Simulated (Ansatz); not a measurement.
Reaction (isomerisation): `[SiH3]CC[AsH2]` → `C[As](C)[SiH3]`

Computed with Ansatz on PBE0-D4/def2-TZVP structures; ΔE is electronic, products minus reactants. CCSD(T)/CBS adds triple-zeta CCSD(T) − MP2 to the extrapolated MP2 energy (def2 sets, frozen cores). Functionals use def2-TZVPP. B3LYP here is the variant with VWN-RPA as its local correlation; programs differ in this. For As outer-core shells are correlated without core-valence functions, which leaves a few kJ/mol of doubt a bond. Scalar relativity is left out up to krypton. Each species was taken in one conformer, which may not be the lowest.

Is it downhill or uphill in electronic energy at CCSD(T)/CBS, and by how much? (Best estimate.)

The calculation gave: Downhill: ΔE = -54.3 kJ/mol.

What do these levels give: PBE-D4, ωB97M-V, r2SCAN, B3LYP, MP2/def2-TZVPP, CCSD/def2-TZVPP? (Best estimate.)

Computed: PBE-D4 -59.5, ωB97M-V -52.2, r2SCAN -57.2, B3LYP -53.0, MP2/def2-TZVPP -58.4, CCSD/def2-TZVPP -52.2 kJ/mol.

Largest T1 diagnostic among the species: 0.011.

In def2-TZVPP, CCSD(T) changes the Hartree–Fock value by −6.5 kJ/mol (the triples alone add −1.7 kJ/mol) and MP2 by −11.0 kJ/mol.
